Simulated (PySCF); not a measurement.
**Gas-phase XPS of [Cu(NH3)4]+, computed**

[Cu(NH3)4]+ (charge +1 and singlet state).
Bonds: Cu1–N2, Cu1–N6, Cu1–N10, Cu1–N14. Hydrogens: H3, H4, H5 on N2; H7, H8, H9 on N6; H11, H12, H13 on N10; H15, H16, H17 on N14.

Method: delta-SCF UKS SCAN, pcX-2 on the ionised atom (unc-x2c-TZVPall on a metal), pcseg-1 elsewhere, spin-free X2C in PySCF. Vertical ΔSCF values, vacuum level as zero.

Task: What binding energy does each computed site have?

Result: 
```json
{"atom(s)": "Cu1", "bonded to": "4 N", "level": "Cu 2p3/2", "binding energy (eV)": "939.58", "2p1/2 (eV)": "960.25", "count": "1"}
{"atom(s)": "N2/N6/N10/N14", "bonded to": "3 H and Cu", "level": "N 1s", "binding energy (eV)": "409.87", "2p1/2 (eV)": "–", "count": "4"}
```

Task: Give the binding energy of N 1s of N2 (atom 2)/N6/N10/N14 in hartree and in kJ/mol.

Result: 409.87 eV = 15.0624 Eh = 39546 kJ/mol.

Topologically equivalent atoms share the value of their first member; where this conformer doesn't relate them by symmetry, their own values could differ. 2p3/2 and 2p1/2 are the ΔSCF energy of one spin-free 2p hole plus the eigenvalues of a spin–orbit and ligand-field matrix of the shell. 2p1/2 minus 2p3/2 (ligand field included): Cu 20.67 eV. Satellites of the metal's 2p lines aren't described. The species carries charge +1, so core ionisation leaves charge +2. Isolated species at its PBE0-D3(BJ)/def2-SVP geometry, gas phase. Metal 2p energies of this one-determinant scheme are less reliable than its 1s energies.

The run took 27 s wall on Arm Neoverse V1, one thread, shared host with 32 logical CPUs at a one-minute load of 18, and the process peaked at 0.69 GiB of memory.
